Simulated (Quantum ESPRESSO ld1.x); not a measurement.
Results of a calculation; reference values are marked as such.
All-electron atom: Te XXXIX in [Ne] 3s2 3p2.

Code: ld1.x of Quantum ESPRESSO 7.5. Model: Dirac Kohn-Sham, LDA (Slater exchange, Perdew-Zunger correlation), spin-unpolarised, spherical densities, point nucleus; open shells fill j = l - 1/2 first.

Energy parts (hartree):
part                     energy
total                  -5549.15
kinetic                 5932.89
electron-nucleus      -12114.41
Hartree                  728.14
exchange-correlation     -95.76

Orbitals (lengths in bohr, moments of r in powers of bohr; r(90%) holds 90 % of the orbital's charge):
1s1/2: occ. 2; eigenvalue (hartree) -1244.53; r(90%) 0.0500; <1/r> 55.54; <r> 0.02782
2s1/2: occ. 2; eigenvalue (hartree) -258.297; r(90%) 0.182; <1/r> 13.12; <r> 0.1178
2p1/2: occ. 2; eigenvalue (hartree) -248.216; r(90%) 0.162; <1/r> 13.08; <r> 0.09928
2p3/2: occ. 4; eigenvalue (hartree) -237.845; r(90%) 0.169; <1/r> 12.11; <r> 0.1046
3s1/2: occ. 2; eigenvalue (hartree) -101.551; r(90%) 0.417; <1/r> 5.288; <r> 0.2869
3p1/2: occ. 2; eigenvalue (hartree) -97.9618; r(90%) 0.404; <1/r> 5.228; <r> 0.2725
3p3/2: occ. 0; eigenvalue (hartree) -95.3608; r(90%) 0.415; <1/r> 4.978; <r> 0.2805
3d3/2: occ. 0; eigenvalue (hartree) -90.2114; r(90%) 0.371; <1/r> 4.848; <r> 0.2438
3d5/2: occ. 0; eigenvalue (hartree) -89.5918; r(90%) 0.374; <1/r> 4.783; <r> 0.2463
4s1/2: occ. 0; eigenvalue (hartree) -53.5277; r(90%) 0.754; <1/r> 2.813; <r> 0.5358

The highest occupied level is 3p1/2 at -2665.7 eV. The density falls to 0.001 e/bohr^3 at r = 0.78 bohr.
